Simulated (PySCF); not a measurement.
Species: `C(C)=[P@@]1(C)C=C(OC)C=C1`. The columns A, B, C and D hold Mulliken, IAO, Hirshfeld and ESP-fitted charges (e) of one PBE0/pcSseg-1 density (PySCF), in a shuffled order. Coordinates in Å (GFN2-xTB); the density's dipole moment is (1.87, -1.18, -1.13) D.

| atom | x | y | z | A | B | C | D |
| --- | --- | --- | --- | --- | --- | --- | --- |
| C1 | -3.081 | 1.136 | 1.022 | +0.052 | -0.138 | -0.264 | -0.409 |
| C2 | -1.601 | 1.284 | 0.750 | -0.779 | -0.233 | -0.512 | -0.679 |
| P3 | -0.786 | -0.002 | -0.059 | +0.746 | +0.346 | +0.675 | +1.179 |
| C4 | -1.566 | -0.251 | -1.699 | -0.564 | -0.158 | -0.411 | -0.647 |
| C5 | -0.389 | -1.722 | 0.441 | -0.229 | -0.106 | -0.345 | -0.428 |
| C6 | 0.939 | -1.837 | 0.604 | -0.462 | -0.058 | -0.032 | -0.160 |
| C7 | 1.695 | -0.678 | 0.158 | +0.703 | +0.079 | +0.223 | +0.220 |
| O8 | 3.038 | -0.785 | 0.199 | -0.362 | -0.097 | -0.468 | -0.311 |
| C9 | 3.784 | 0.349 | -0.178 | -0.097 | -0.028 | -0.038 | -0.207 |
| C10 | 0.943 | 0.387 | -0.211 | -0.755 | -0.154 | -0.427 | -0.524 |
| H11 | -3.312 | 0.526 | 1.899 | +0.004 | +0.023 | +0.106 | +0.121 |
| H12 | -3.593 | 0.708 | 0.161 | +0.008 | +0.028 | +0.095 | +0.125 |
| H13 | -3.495 | 2.129 | 1.203 | +0.052 | +0.035 | +0.121 | +0.146 |
| H14 | -1.032 | 1.568 | 1.639 | +0.226 | +0.009 | +0.112 | +0.135 |
| H15 | -2.488 | -0.819 | -1.588 | +0.177 | +0.050 | +0.148 | +0.160 |
| H16 | -0.885 | -0.802 | -2.346 | +0.161 | +0.047 | +0.150 | +0.165 |
| H17 | -1.788 | 0.729 | -2.120 | +0.182 | +0.051 | +0.157 | +0.171 |
| H18 | -1.110 | -2.449 | 0.779 | +0.170 | +0.051 | +0.117 | +0.164 |
| H19 | 1.462 | -2.694 | 0.997 | +0.218 | +0.054 | +0.104 | +0.163 |
| H20 | 4.831 | 0.075 | -0.066 | +0.122 | +0.058 | +0.135 | +0.167 |
| H21 | 3.555 | 1.203 | 0.467 | +0.091 | +0.049 | +0.119 | +0.143 |
| H22 | 3.585 | 0.623 | -1.219 | +0.093 | +0.047 | +0.115 | +0.141 |
| H23 | 1.289 | 1.347 | -0.547 | +0.243 | +0.045 | +0.120 | +0.168 |

Which column most likely holds the ESP-fitted charges?

A. Σ q r misses the density's dipole by 0.12 D (A), 0.52 D (B), 0.75 D (D), 3.00 D (C). Charges fitted to the outside potential are the only set here that is tied to the molecule's multipoles.

And the Hirshfeld charges?

B. The mean sizes are 0.084 e (B), 0.217 e (C), 0.282 e (A), 0.293 e (D), and Hirshfeld charges are commonly the smallest of these schemes.

As computed, A = ESP-fitted, B = Hirshfeld, C = Mulliken, D = IAO. Hydrogens on carbon: ESP-fitted 0.00 to +0.24, Hirshfeld +0.01 to +0.06, Mulliken +0.10 to +0.16, IAO +0.12 to +0.17 e.

The IAO scheme counts the electrons in orthogonalised intrinsic atomic orbitals, a minimal basis polarised so that it spans the occupied orbitals exactly. The Hirshfeld scheme weights the molecular density at each point by an atom's share of the summed free-atom densities.

Geometry: GFN2-xTB, one conformer, isolated molecule.

The run behind these numbers computed NMR shieldings as well. Time: 43 s wall. Hardware: an x86-64 server with one thread (shared host).

The values belong to the conformer `[CH3:1][CH:2]=[P@:3]1([CH3:4])[CH:5]=[CH:6][C:7]([O:8][CH3:9])=[CH:10]1`: C6–C7–O8–C9 -177°.
